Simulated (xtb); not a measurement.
C$_{3}$H$_{6}$O$_{3}$, charge +1, doublet, from a rough starting geometry (a state made from the parent by changing its charge; the spin is typed, not shown lowest); GFN2-xTB (xtb).

Here is a job for xtb.
```
$ xtb mol.xyz --gfn 2 --chrg 1 --uhf 1 --opt vtight --json

# file mol.xyz
12

C      2.31050458     0.03216808     0.13157542
O      1.14992132    -0.66046460     0.43599743
C      0.02219862     0.08220599     0.06114981
O     -0.04803239     0.99685531    -0.67002741
O     -1.08958976    -0.71292895     0.40005950
C     -2.32775333    -0.16383081    -0.00984028
H      2.34330013     1.04168311     0.45420541
H      3.14772711    -0.52925808     0.53047539
H      2.45684008     0.08908797    -1.01087180
H     -3.06996608    -0.83869085     0.45806251
H     -2.37287267    -0.10768426    -1.11511993
H     -2.51999364     0.75315779     0.39000366
```

What the program printed (banner, timings and long lists left out):

```
   ID    Z sym.   atoms
    1    6 C      1, 3, 6
    2    8 O      2, 4, 5
    3    1 H      7-12

           -------------------------------------------------
          |                Calculation Setup                |
           -------------------------------------------------

           -------------------------------------------------
          |                 G F N 2 - x T B                 |
           -------------------------------------------------

          ...................................................
          :                      SETUP                      :
          :.................................................:
          :  # basis functions                  30          :
          :  # atomic orbitals                  30          :
          :  # shells                           18          :
          :  # electrons                        35          :
          :  max. iterations                   250          :
          :  Hamiltonian                  GFN2-xTB          :
          :  restarted?                      false          :
          :  GBSA solvation                  false          :
          :  PC potential                    false          :
          :  electronic temp.          300.0000000     K    :
          :  accuracy                    1.0000000          :
          :  -> integral cutoff          0.2500000E+02      :
          :  -> integral neglect         0.1000000E-07      :
          :  -> SCF convergence          0.1000000E-05 Eh   :
          :  -> wf. convergence          0.1000000E-03 e    :
          :  Broyden damping             0.4000000          :
          :  net charge                          1          :
          :  unpaired electrons                  1          :
          ...................................................

 iter      E             dE          RMSdq      gap      omega  full diag
   1    -21.2794212 -0.212794E+02  0.444E+00    6.08       0.0  T
   2    -21.2493902  0.300309E-01  0.313E+00    5.22       1.0  T
   3    -21.2376845  0.117058E-01  0.275E+00    5.01       1.0  T
   4    -21.3044777 -0.667933E-01  0.996E-01    5.51       1.0  T
   5    -21.3147045 -0.102267E-01  0.214E-01    5.51       1.0  T
   6    -21.3145782  0.126247E-03  0.162E-01    5.55       1.0  T
   7    -21.3123614  0.221680E-02  0.368E-01    5.56       1.0  T
   8    -21.3138123 -0.145086E-02  0.237E-01    5.55       1.0  T
   9    -21.3148276 -0.101533E-02  0.158E-02    5.55       1.8  T
  10    -21.3148287 -0.104643E-05  0.104E-02    5.56       2.8  T
  11    -21.3148290 -0.374357E-06  0.795E-03    5.55       3.6  T
  12    -21.3148299 -0.888412E-06  0.352E-03    5.55       8.2  T
  13    -21.3148301 -0.225852E-06  0.239E-04    5.55     121.0  T
  14    -21.3148301 -0.563812E-09  0.114E-04    5.55     253.8  T

   *** convergence criteria satisfied after 14 iterations ***

         :::::::::::::::::::::::::::::::::::::::::::::::::::::
         ::                     SUMMARY                     ::
         :::::::::::::::::::::::::::::::::::::::::::::::::::::
         :: total energy             -21.127375604648 Eh    ::
         :: gradient norm              0.143680122779 Eh/a0 ::
         :: HOMO-LUMO gap              5.553355576307 eV    ::
         ::.................................................::
         :: SCC energy               -21.314834768568 Eh    ::
         :: -> isotropic ES            0.137871452197 Eh    ::
         :: -> anisotropic ES         -0.002542640099 Eh    ::
         :: -> anisotropic XC          0.001750368557 Eh    ::
         :: -> dispersion             -0.004698931312 Eh    ::
         :: repulsion energy           0.187459163920 Eh    ::
         :: add. restraining           0.000000000000 Eh    ::
         :: total charge               1.000000000000 e     ::
         :::::::::::::::::::::::::::::::::::::::::::::::::::::

      -----------------------------------------------------------
     |                   =====================                   |
     |                        A N C O P T                        |
     |                   =====================                   |
     |               Approximate Normal Coordinate               |
     |                Rational Function Optimizer                |
      -----------------------------------------------------------
      -----------------------------------------------------------
     |                   =====================                   |
     |                        A N C O P T                        |
     |                   =====================                   |
     |               Approximate Normal Coordinate               |
     |                Rational Function Optimizer                |
      -----------------------------------------------------------

          ...................................................
          :                      SETUP                      :
          :.................................................:
          :   optimization level         verytight          :
          :   max. optcycles                   240          :
          :   ANC micro-cycles                  20          :
          :   degrees of freedom                30          :
          :.................................................:
          :   RF solver                   davidson          :
          :   write xtbopt.log                true          :
          :   linear?                        false          :
          :   energy convergence         0.1000000E-06 Eh   :
          :   grad. convergence          0.2000000E-03 Eh/α :
          :   maxmium RF displ.          1.0000000          :
          :   Hlow (freq-cutoff)         0.1000000E-01      :
          :   Hmax (freq-cutoff)         5.0000000          :
          :   S6 in model hess.         20.0000000          :
          ...................................................

generating ANC from exact Hessian ...
[...]
 * total energy  :   -21.1497071 Eh     change       -0.8155235E-05 Eh
 * total energy  :   -21.1497127 Eh     change       -0.5591570E-05 Eh
 * total energy  :   -21.1497166 Eh     change       -0.3974927E-05 Eh
 * total energy  :   -21.1497200 Eh     change       -0.3412392E-05 Eh
 * total energy  :   -21.1497218 Eh     change       -0.1765443E-05 Eh
 * total energy  :   -21.1497229 Eh     change       -0.1041443E-05 Eh
 * total energy  :   -21.1497237 Eh     change       -0.8861706E-06 Eh
 * total energy  :   -21.1497245 Eh     change       -0.7830300E-06 Eh
 * total energy  :   -21.1497250 Eh     change       -0.5037649E-06 Eh
 * total energy  :   -21.1497253 Eh     change       -0.2542996E-06 Eh
 * total energy  :   -21.1497254 Eh     change       -0.1424249E-06 Eh
 * total energy  :   -21.1497255 Eh     change       -0.9993021E-07 Eh
   *** GEOMETRY OPTIMIZATION CONVERGED AFTER 32 ITERATIONS ***
         :: total energy             -21.149725522344 Eh    ::
[...]
         :: SCC energy               -21.327800888043 Eh    ::
         :: -> isotropic ES            0.139408062018 Eh    ::
         :: -> anisotropic ES         -0.004223340256 Eh    ::
         :: -> anisotropic XC          0.000653906792 Eh    ::
         :: -> dispersion             -0.004696619466 Eh    ::
         :: repulsion energy           0.178075365699 Eh    ::
         :: add. restraining           0.000000000000 Eh    ::
         :: total charge               1.000000000061 e     ::
         :::::::::::::::::::::::::::::::::::::::::::::::::::::

           -------------------------------------------------
          |                Property Printout                |
           -------------------------------------------------

    * Orbital Energies and Occupations

         #    Occupation            Energy/Eh            Energy/eV
      -------------------------------------------------------------
         1        2.0000           -0.9870961             -26.8603
       ...           ...                  ...                  ...
         6        2.0000           -0.8409012             -22.8821
         7        2.0000           -0.8316391             -22.6301
         8        2.0000           -0.8254029             -22.4604
         9        2.0000           -0.7801339             -21.2285
        10        2.0000           -0.7757143             -21.1083
        11        2.0000           -0.7534311             -20.5019
        12        2.0000           -0.7470763             -20.3290
        13        2.0000           -0.7283284             -19.8188
        14        2.0000           -0.6886239             -18.7384
        15        2.0000           -0.6800586             -18.5053
        16        2.0000           -0.6637615             -18.0619
        17        1.9931           -0.6586617             -17.9231
        18        1.0069           -0.6492224             -17.6662 (HOMO)
        19                         -0.4283685             -11.6565 (LUMO)
        20                         -0.2100764              -5.7165
        21                         -0.0914294              -2.4879
        22                         -0.0743684              -2.0237
        23                         -0.0710360              -1.9330
        24                         -0.0494478              -1.3455
        25                         -0.0445641              -1.2126
        26                         -0.0405398              -1.1031
        27                         -0.0338370              -0.9208
        28                          0.0607055               1.6519
        29                          0.0740360               2.0146
        30                          0.5135139              13.9734
      -------------------------------------------------------------
                  HL-Gap            0.2208539 Eh            6.0097 eV
             Fermi-level           -0.5963676 Eh          -16.2280 eV

     #   Z          covCN         q      C6AA      α(0)
     1   6 C        3.651     0.010    20.717     6.537
     2   8 O        1.707    -0.126    16.207     5.436
     3   6 C        2.625     0.474    19.124     7.153
     4   8 O        0.856    -0.327    20.279     6.038
     5   8 O        1.707    -0.126    16.209     5.436
     6   6 C        3.652     0.010    20.715     6.537
     7   1 H        0.924     0.146     1.416     1.861
     8   1 H        0.923     0.192     1.140     1.670
     9   1 H        0.922     0.204     1.081     1.626
    10   1 H        0.923     0.192     1.143     1.672
    11   1 H        0.922     0.204     1.080     1.626
    12   1 H        0.924     0.147     1.414     1.860

 Mol. C6AA /au·bohr⁶  :       1057.890913
 Mol. C8AA /au·bohr⁸  :      22913.638022
 Mol. α(0) /au        :         47.449248

Wiberg/Mayer (AO) data.
largest (>0.10) Wiberg bond orders for each atom

 ---------------------------------------------------------------------------
     #   Z sym  total        # sym  WBO       # sym  WBO       # sym  WBO
 ---------------------------------------------------------------------------
     1   6 C    3.852 --     2 O    1.060     7 H    0.946     8 H    0.874
                             9 H    0.823
     2   8 O    2.469 --     3 C    1.060     1 C    1.060     4 O    0.163
     3   6 C    3.927 --     4 O    1.746     2 O    1.060     5 O    1.060
     4   8 O    2.159 --     3 C    1.746     5 O    0.163     2 O    0.163
     5   8 O    2.469 --     3 C    1.060     6 C    1.060     4 O    0.163
     6   6 C    3.852 --     5 O    1.060    12 H    0.945    10 H    0.876
                            11 H    0.823
     7   1 H    0.977 --     1 C    0.946
     8   1 H    0.931 --     1 C    0.874
     9   1 H    0.924 --     1 C    0.823
    10   1 H    0.932 --     6 C    0.876
    11   1 H    0.924 --     6 C    0.823
    12   1 H    0.976 --     6 C    0.945
 ---------------------------------------------------------------------------

Topologies differ in total number of bonds
Writing topology from bond orders to xtbtopo.mol

molecular dipole:
                 x           y           z       tot (Debye)
 q only:        0.029      -0.521      -0.090
   full:        0.033      -0.585      -0.117       1.519
molecular quadrupole (traceless):
                xx          xy          yy          xz          yz          zz
 q only:       27.636       2.098     -15.821       0.748       0.344     -11.815
  q+dip:       25.233       1.992     -16.302       0.634       0.736      -8.931
   full:       26.032       2.079     -17.306       0.640       0.811      -8.726

optimized geometry written to: xtbopt.xyz

           -------------------------------------------------
          | TOTAL ENERGY              -21.149725522344 Eh   |
          | GRADIENT NORM               0.000044704782 Eh/α |
          | HOMO-LUMO GAP               6.009740885836 eV   |
           -------------------------------------------------
```
